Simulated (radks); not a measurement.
The numbers below are computed, except where a source is named.
All-electron atom: Li- in [He] 2s2. Code: a radial shooting solver on a logarithmic mesh with Libxc functionals. Model: scalar-relativistic Kohn-Sham, LB94 model potential, spin-unpolarised, spherical densities, finite nucleus; Fermi nuclear charge, rms radius 2.444 fm; Watson sphere of charge +1 and radius 1.91 bohr.

Normalised radial functions P(r) = r R(r), r in bohr:

```
   r/bohr * 1s, o 2s (the largest magnitude, 1.18, reaches the edge; | marks zero, & curves that meet)
  0.04684                             | o      *
  0.05767                             | o       *
  0.07044                             |  o        *
  0.08673                             |  o          *
   0.1068                             |   o           *
   0.1315                             |   o              *
   0.1619                             |    o               *
   0.1977                             |    o                 *
   0.2434                             |     o                  *
   0.2997                             |     o                    *
    0.369                             |    o                     *
   0.4507                             |    o                    *
   0.5549                             |   o                    *
   0.6832                             | o                   *
   0.8412                            o|                 *
    1.036                         o   |            *
    1.265                       o     |        *
    1.557                    o        |    *
    1.918                 o           |  *
    2.361                o            |*
    2.884                o            *
     3.55                 o           *
    4.371                    o        *
    5.382                       o     *
    6.626                          o  *
    8.093                           o *
    9.965                            o*
```

1s: eigenvalue -64.829 eV, 0 radial nodes, <r> = 0.575 bohr, 90 % of the charge inside 1.04 bohr. 2s: eigenvalue -7.191 eV, 1 radial node at r = 0.798 bohr, <r> = 3.21 bohr, 90 % of the charge inside 5.02 bohr.
